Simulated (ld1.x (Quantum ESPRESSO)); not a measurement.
magnesium: ultrasoft pseudisation with LDA (PZ), scalar-relativistic reference atom.

| Property | Result |
| --- | --- |
| Element | magnesium (Mg) |
| Generator | ld1.x (Quantum ESPRESSO) 7.5 |
| Type | ultrasoft |
| Functional | LDA (PZ) |
| Relativity | scalar-relativistic |
| Frozen core | [Ne] |
| Valence charge | 2 |
| Reference configuration | 3s0.5 3p0 (charge +1.5) |
| Partial waves | 3s (bound): rcut 2.05, rcutus 2.65 bohr; 3s channel at 1.7 Ry: rcut 2.05, rcutus 2.65 bohr; 3p (bound, empty): rcut 1.95, rcutus 2.70 bohr; 3p channel at 0.4 Ry: rcut 1.95, rcutus 2.70 bohr; 3d channel at -0.2 Ry: rcut 1.75, rcutus 1.95 bohr; 3d channel at 0.75 Ry: rcut 1.75, rcutus 1.95 bohr |
| Local potential | all-electron potential smoothed inside 2.25 bohr (lloc = -1) |
| Core correction | none |
| Augmentation charge | PSQ, radius 1.70 bohr |

All-electron outer shells of the reference configuration (LDA (PZ), scalar-relativistic, ld1.x):

| shell | level (eV) | outermost node (bohr) | outermost maximum (bohr) |
| --- | --- | --- | --- |
| 3s | -15.12 | 0.89 | 2.26 |
| 3p | -10.35 | 0.93 | 2.73 |

**Question.** Estimate the cutoffs (Ry, on a coarse ladder) from which the occupation-weighted sum of valence levels, in a spherical-Bessel basis at the reference potential, stays within 10 and 1 mRy of its value at 400 Ry.

**Answer.** 6 Ry and 6 Ry.

**Question.** What does a ghost test show?

**Answer.** No extra level below or beside the all-electron valence levels (s, p, d, f tested).

**Question.** Is the overlap operator S = 1 + Σ q|β⟩⟨β| positive definite (Bessel basis up to 400 Ry)?

**Answer.** Yes: its lowest eigenvalue is 0.70 (s channel).

**Question.** Tests: 3s2 3p0; 3s1 3p0; 3s1.5 3p0; 3s0 3p2; 3s1 3p1; 3s0 3p1. Which has the largest error in its energy relative to the reference configuration, and how large is it?

**Answer.** 3s2 3p0, with +161 meV (all-electron minus pseudo) on -14.74 eV.
